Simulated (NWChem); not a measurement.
# SiNH$_{4}$OF; SMILES N[SiH](O)F

```xyz
8

Si    -0.0321    -0.0035    -0.3396
N     -0.3947    -1.5560     0.2345
O      1.4887     0.3708     0.1852
F     -0.9897     1.1845     0.2378
H     -0.2242     0.0280    -1.8082
H     -1.0813    -2.1522    -0.2083
H     -0.1412    -1.8656     1.1645
H      1.6564     1.3044     0.3430
```
Atoms are numbered in this order, from 1.

Computed with NWChem. Geometry: optimised at PBE0/def2-SVP. B3LYP is NWChem's, with the RPA form of VWN correlation. Total energies of different functionals are on different scales.

```csv
level,energy (Ha),highest occupied level (eV),orbital gap (eV),dipole (D)
B3LYP/def2-SVP,-521.6022,-7.45,8.61,0.87
PBE/def2-SVP,-521.1849,-6.16,6.77,0.90
B97-D/def2-SVP,-521.4450,-6.17,6.90,0.87
PW91/def2-SVP,-521.4884,-6.22,6.68,0.89
OLYP/def2-SVP,-521.5032,-6.05,6.56,0.89
HCTH/407/def2-SVP,-521.5545,-6.35,6.80,0.89
TPSS/def2-SVP,-521.6207,-6.27,7.11,0.88
CAM-B3LYP/def2-SVP,-521.5188,-9.20,11.64,0.85
```
